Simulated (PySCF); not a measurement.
Trend along the third period: MK molecules

PBE0 with double-zeta basis sets in PySCF, for the lowest determinant that a PBE0 search found; no spin–orbit coupling. De refers to high-spin ground-configuration atoms. A positive dipole means M(−)K(+).

```csv
M,basis,state (unpaired electrons),Re (Å),ωe (cm⁻¹),De (eV),μ (D)
Na,def2-SVPD,singlet (closed shell),3.572,122,0.62,2.83
Mg,def2-SVPD,doublet (σ ↑),3.936,81.0,0.17,1.89
Al,pcseg-1,"triplet (σ ↑, π ↑)",3.370,149,0.68,7.55
Si,x2c-SVPall,"quartet (σ ↑, π ↑↑)",3.056,204,1.51,9.36
P,aug-pcseg-1,triplet (π ↑↑),3.027,214,1.38,9.51
S,x2c-SVPall,doublet (π ↑),2.821,259,2.45,9.54
Cl,def2-SVP,singlet (closed shell),2.655,297,4.07,9.60
```

The shortest bond is that of KCl (2.655 Å), the longest that of KMg (3.936 Å). KCl is bound most strongly (4.07 eV) and KMg least (0.17 eV).

The rows differ in basis set, which adds steps of its own.

The state changes along the series, so neighbouring rows are not always alike in their bonding.

Closed-shell solutions of metal pairs were not tested for spin polarisation, which can lower them a little. Weak bonds: KMg. Basis-set superposition, not corrected here, can be much of De in a small basis, most of all at correlated wavefunction levels. Functionals without a dispersion term scatter widely for such bonds, and LDA overbinds them. States were picked by a PBE0 search and need not be the measured ground states.
